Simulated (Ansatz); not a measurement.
LiAl, closed-shell singlet (the spin of the measured ground state), most abundant isotopes (7.0160 and 26.9815 u). Constants from fifth-degree fits in 1/R to seven points on the lowest solution found; no spin–orbit coupling, no relativity up to Kr; ω_e x_e and α_e move by some per cent with the fit.

Cores are frozen in the correlated methods. CBS: X⁻³ extrapolation of the correlation energy, Hartree–Fock from the larger set.

Run with Ansatz (an electronic-structure program) with Gaussian orbitals. 

```tsv
level	r_e (Å)	ω_e (cm⁻¹)	ω_e x_e (cm⁻¹)	α_e (cm⁻¹)
PBE/def2-TZVPP	2.9160	293.0	1.82	0.00377
CCSD(T)/CBS(aug-cc-pV(Q+d)Z, aug-cc-pV(5+d)Z)	2.8572	313.4	2.13	0.00385
```

D_e from total energies of the atoms and the molecule: 0.95 eV at PBE/def2-TZVPP.

Derive the rotational constants, the centrifugal constant, the fundamental, the zero-point energy and the force constant, and test the Morse rule for the well depth.


μ = 5.56813 u.
- PBE/def2-TZVPP: B_e = 16.8576/(μ r_e²) = 0.35605 cm⁻¹; B₀ = B_e − α_e/2 = 0.35417 cm⁻¹; D = 4B_e³/ω_e² = 2.10e-06 cm⁻¹; fundamental ω_e − 2ω_e x_e = 289 cm⁻¹; zero-point energy ω_e/2 − ω_e x_e/4 = 146 cm⁻¹; k = μ(2πcω_e)² = 28.2 N/m; the line J = 1 ← 0 at 2B₀ = 21.24 GHz; a Morse well would hold ω_e²/(4ω_e x_e) = 1.46 eV against the computed D_e of 0.95 eV
- CCSD(T)/CBS(aug-cc-pV(Q+d)Z, aug-cc-pV(5+d)Z): B_e = 16.8576/(μ r_e²) = 0.37085 cm⁻¹; B₀ = B_e − α_e/2 = 0.36892 cm⁻¹; D = 4B_e³/ω_e² = 2.08e-06 cm⁻¹; fundamental ω_e − 2ω_e x_e = 309 cm⁻¹; zero-point energy ω_e/2 − ω_e x_e/4 = 156 cm⁻¹; k = μ(2πcω_e)² = 32.2 N/m; the line J = 1 ← 0 at 2B₀ = 22.12 GHz

Doubts at one or more of the structures used: a restricted determinant that unrestricted orbitals would lower (CCSD(T)/CBS(aug-cc-pV(Q+d)Z, aug-cc-pV(5+d)Z)).

Measured for the ground state: ω_e 318.3 cm⁻¹ [NIST CCCBDB].
